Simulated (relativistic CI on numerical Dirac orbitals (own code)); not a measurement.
## One change at a time: Lu XXXI

Base calculation: Dirac-Coulomb-Breit CI, separate exchange-only KLI orbitals for each configuration, QED by a radiative potential, unscaled Slater integrals.

CI space (outside the closed core [Ar] 3d10): 4s2.4p6.4d5, 4s2.4p5.4d6, 4s2.4p6.4d4.4f, 4s.4p6.4d6, 4s2.4p5.4d5.4f, 4s.4p6.4d5.4f, 4s2.4p6.4d4.5s, 4s2.4p6.4d3.4f.5s, 4s2.4p6.4d4.5p, 4s2.4p6.4d4.5d, 4s2.4p5.4d5.5s, 4s2.4p6.4d4.5f, 4s2.4p6.4d3.5s.5p, 4p6.4d6.4f, 4s2.4p6.4d4.5g, 4s2.4p6.4d4.6s, 4s2.4p6.4d4.6p, 4s.4p6.4d5.5p, 4p6.4d7, 4p5.4d8, 4p5.4d7.4f, 4s2.4p6.4d3.5s2, 4s2.4p6.4d2.4f.5s2, 4s2.4p5.4d3.4f.5s2, 4s.4p6.4d3.4f.5s2. Double excitations out of closed p, d and f shells are left out; levels of such configurations are missing from the list, as are those of other unlisted configurations, and high levels can miss mixing partners. These lack a partner that the ground configuration has and come out too high: 4s2.4p5.4d5.5s.

Variants: (1) configuration mixing switched off. Shifts of the energy above 4s2.4p6.4d5 4P_5/2, in cm⁻¹, for the lowest level and the first level of each name with at least 55 % of one term (blank where a level changes its place among those of its configuration and J or its character, or is not in the variant):

| Level | Base | Δ(1) |
| --- | --- | --- |
| 4s2.4p6.4d5 4P_5/2 | 0 | 0 |
| 4s2.4p6.4d5 4D_1/2 | 225953 | +2598 |
| 4s2.4p6.4d5 2I_13/2 | 225987 | +6739 |
| 4s2.4p6.4d5 2G_7/2 | 261058 | +4992 |
| 4s2.4p6.4d5 4F_5/2 | 269061 | -231 |
| 4s2.4p6.4d5 2G_9/2 | 312026 | +2317 |
| 4s2.4p6.4d5 2H_11/2 | 352387 | +2664 |
| 4s2.4p6.4d5 2P_3/2 | 365907 | +664 |
| 4s2.4p6.4d5 2P_1/2 | 431289 | +2511 |
| 4s2.4p5.4d6 6F°_11/2 | 1287926 | -25774 |
| 4s2.4p5.4d6 6F°_9/2 | 1381187 | -23510 |
| 4s2.4p5.4d6 4H°_13/2 | 1408063 | -20310 |
| 4s2.4p5.4d6 4I°_15/2 | 1443566 | -22775 |

At this charge energies of transitions that change n are usually good to better than 1 %, and those within a shell (Δn = 0) to a few per cent. Terms inside the open d or f shell come out 10 to 20 % too wide with unscaled integrals.

Ionisation energy from the two ground configurations alone: base 1177.95 eV. The NIST ASD value (theoretical) is 1178 eV.

LS names give the leading component of a level, which can be under half, so a name can repeat, a term be missing and a line seem to break the LS rules.
